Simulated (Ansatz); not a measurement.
H₂OSeZn, SMILES `[OH][Zn][SeH]`, charge 0, multiplicity 1.

(1) Give a relaxed structure at PBE0-D4/def2-TZVP (Ansatz). (Estimate.)

## Answers

(1) The calculation gave: 
```xyz
5

O    -0.237    0.112    1.904
Zn   -0.301   -0.012    0.133
Se   -0.471   -0.052   -2.132
H     0.162   -0.632    2.358
H     0.848    0.585   -2.264
```
